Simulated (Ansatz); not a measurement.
CH5ClGeO, SMILES `C[O][GeH2][Cl]` from Hartree–Fock to CCSD(T)

Z-matrix (Å, degrees):
```
C
O 1 1.410
H 1 1.092 2 107.7
H 1 1.098 2 112.2 3 118.8
H 1 1.098 2 112.2 3 -118.8
Ge 2 1.768 1 117.7 3 -179.8
Cl 6 2.134 2 104.6 1 178.9
H 6 1.537 2 110.2 1 62.0
H 6 1.537 2 110.3 1 -64.4
```

Charge 0, multiplicity 1. Correlated methods include outer-core shells of Ge, which these sets cover unevenly. Scalar relativity is left out up to krypton. The structure was optimised at the PBE0-D4/def2-TZVP level. It is one conformer, not always the lowest. Frozen core, restricted reference, Ansatz.

```csv
basis,HF (Eh),MP2 corr.
def2-SVP,-2650.05789,-0.68998
def2-TZVPP,-2650.62301,-0.85745
def2-QZVPP,-2650.68383,-1.17087
```

Question: Estimate the CCSD correlation energy and the (T) correction in each basis where they were run (hartree).

Answer: 
```
     basis  CCSD corr.       (T)
  def2-SVP    -0.72486  -0.01811
def2-TZVPP    -0.89298  -0.03378
```
